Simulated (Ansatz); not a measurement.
Wavefunction ladder for C2H5BOSe (`BC(=[Se])CO`)

```xyz
10

B    -0.833   -0.713   -1.373
C    -0.207   -0.206   -0.081
Se   -0.905   -1.587    0.805
C     0.660    0.845    0.450
O     0.929    0.814    1.813
H    -1.910   -0.309   -1.698
H    -0.183   -1.398   -2.107
H     0.200    1.810    0.188
H     1.589    0.797   -0.146
H     0.661   -0.052    2.150
```

Charge 0, multiplicity 1. Correlated methods include outer-core shells of Se, which these sets cover unevenly. Scalar relativity is left out up to krypton. All single points use the PBE0-D4/def2-TZVP geometry. It is one conformer, not always the lowest. Frozen core, restricted reference, the Gaussian-basis code of Ansatz.

| basis | HF (Eh) | MP2 corr. |
| --- | --- | --- |
| def2-SVP | -2577.54189 | -0.77861 |
| def2-TZVPP | -2578.04903 | -0.94554 |
| def2-QZVPP | -2578.10444 | -1.29552 |

**Question.** Estimate the CCSD correlation energy and the (T) correction in each basis where they were run (hartree).

**Answer.** 
```tsv
basis	CCSD corr.	(T)
def2-SVP	-0.81301	-0.02850
def2-TZVPP	-0.97162	-0.04415
```
